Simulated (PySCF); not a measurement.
## Electron correlation in Sr⁺ (strontium, charge +1)

[Kr] 4d1, 2D determinant (an excited configuration). Calculation: PySCF 2.14, in aug-cc-pwCVTZ-X2C (10s9p7d3f, 93 functions); scalar relativity by spin-free X2C-1e. Frozen: [Ar] 3d10; 9 electrons correlated.

MP2 pair energies summed by pair of shells (mhartree):

```csv
pair,energy,share (%)
4p-4p,-123.65,64.0
4s-4p,-35.56,18.4
4p-4d,-24.65,12.8
4s-4s,-6.89,3.6
4s-4d,-2.38,1.2
```

Total MP2 correlation energy: -193.12 mhartree.

Same-spin part -51.59 and opposite-spin part -141.54 mhartree; SCS-MP2 scales them by 1/3 and 6/5 to -187.04 mhartree.
